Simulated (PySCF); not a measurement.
Si(F)2(OMe)(NH2) (CH₅F₂NOSi), SMILES CO[Si](N)(F)F.

Coordinates come from a B3LYP-D3(BJ)/def2-SVP optimisation. This is a generated structure with no PubChem entry under its InChIKey; it may be hypothetical. One conformer was computed; it need not be the lowest.

Vertical ionisation energy (IE) and electron affinity (EA) in eV. Rows of orbital energies are one-electron estimates. Where ΔSCF, EOM or ADC give a negative EA the extra electron is unbound and the value depends on the basis.

```json
[
 {"level": "−ε(HOMO), −ε(LUMO), ωB97X/def2-TZVP (PySCF)", "IE": "…", "EA": "…"},
 {"level": "−ε(HOMO), −ε(LUMO), PBE/def2-TZVP (PySCF)", "IE": "6.80", "EA": "0.35"}
]
```

Q: Some entries are withheld; supply them. (An estimate is asked for; the answer gives what the named calculation found.)

A: 
- −ε(HOMO), −ε(LUMO), ωB97X/def2-TZVP (PySCF), IE: 10.91
- −ε(HOMO), −ε(LUMO), ωB97X/def2-TZVP (PySCF), EA: -2.60
